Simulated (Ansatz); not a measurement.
Correlation energies of `[BH2][GeH2][CH]=O` by basis set

```xyz
9

B     0.153   -1.712    0.047
Ge   -0.504    0.125   -0.586
C     0.434    1.496    0.569
O     1.385    2.122    0.202
H     0.867   -2.388   -0.629
H    -0.143   -2.096    1.138
H    -2.005    0.319   -0.289
H    -0.209    0.488   -2.047
H     0.023    1.646    1.595
```

Total charge 0; spin multiplicity 1. Correlated methods include outer-core shells of Ge, which these sets cover unevenly. Scalar relativity is left out up to krypton. The geometry is a stationary point of PBE0-D4/def2-TZVP. It is one conformer, not always the lowest. Frozen core, restricted reference, Ansatz.

| basis | HF (Eh) | MP2 corr. | CCSD corr. | (T) | CCSD(T) total |
| --- | --- | --- | --- | --- | --- |
| def2-SVP | -2215.25344 | -0.62093 | -0.65625 | -0.02059 | -2215.93028 |
| def2-TZVPP | ? | -0.74346 | ? | -0.03117 | ? |
| def2-QZVPP | ? | ? | – | – | – |

(1) Fill in the withheld values. (Estimate.)

Answers

(1) Ansatz gave: def2-TZVPP HF (Eh): -2215.68417; def2-TZVPP CCSD corr.: -0.77529; def2-TZVPP CCSD(T) total: -2216.49063; def2-QZVPP HF (Eh): -2215.73245; def2-QZVPP MP2 corr.: -1.04208.
